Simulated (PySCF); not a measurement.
## Ionisation energy of Ru³⁺ by level of theory

Ru³⁺ [Kr] 4d5 [4d3/2^4 4d5/2^1, M_J = 5/2] → Ru⁴⁺ [Kr] 4d4 [4d3/2^4, M_J = 0], as a difference of total energies. Calculation: PySCF 2.14, in x2c-TZVPPall-2c (8s9p7d2f1g, 93 functions); the two-component X2C-1e Hamiltonian. Correlated levels: [Ar] 3d10 frozen; the 6 highest virtual spinors dropped. "Screened" scales the spin-orbit matrix elements by Boettger's factors to mimic the two-electron term; Breit and QED terms are absent.

```
                    method  ionisation energy (eV)
           GHF (spin-free)                  45.087
          GMP2 (spin-free)                  45.912
 GHF (screened spin-orbit)                  44.890
GMP2 (screened spin-orbit)                  45.707
```

Problem. How much does correlation contribute at GMP2 (screened spin-orbit)?

Solution. 45.707 − (44.890) = 0.817 eV, measured against GHF (screened spin-orbit).

The spin-free rows relax to the high-spin LS determinant and lack the spin-orbit shift.

Errors of the correlated levels include the incompleteness of this basis and the frozen core.

The labels give the starting determinants; with spin-orbit coupling the two ends relaxed to ⟨J²⟩ = 8.75, ⟨L²⟩ = 0.02, ⟨S²⟩ = 8.73 and ⟨J²⟩ = 3.62, ⟨L²⟩ = 5.96, ⟨S²⟩ = 5.95.

The determinant of Ru⁴⁺ mixes levels of different J (the jj label is only the starting occupation), so the difference between spin-free and spin-orbit rows is not the physical spin-orbit shift.

For comparison: 45 ± 1.7 eV (theoretical estimate listed by NIST; NIST Atomic Spectra Database, ionization energies).
